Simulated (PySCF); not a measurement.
# Excitation energy of Si by level of theory

Si [Ne] 3s2 3p2 (3P) → Si [Ne] 3s1 3p2 4s1 (5P), as a difference of total energies. Computed with PySCF 2.14 in dyall-av2z (13s9p2d, 50 functions), with no relativity, point nucleus. Correlated levels: valence: [Ne] frozen; virtual orbitals above 40 to 60 times the deepest correlated orbital energy dropped. The calculations carry no spin-orbit coupling.

```
           method  excitation energy (cm⁻¹)
              UHF                     69461
              LDA                     81841
              PBE                     81228
             PBE0                     80678
           r2SCAN                     78845
            B3LYP                     83453
          wB97X-V                     83015
             PW91                     81365
             BP86                     81413
    MP2 (valence)                     76959
SCS-MP2 (valence)                     79433
```

The upper state lies above the first ionisation limit, but in LS coupling its spin forbids autoionisation to the ground ion. A Rydberg-like electron needs more diffuse functions than a valence basis has.

The promoted electron is Rydberg-like, and one or two diffuse shells describe it only roughly, which tends to raise the upper state.
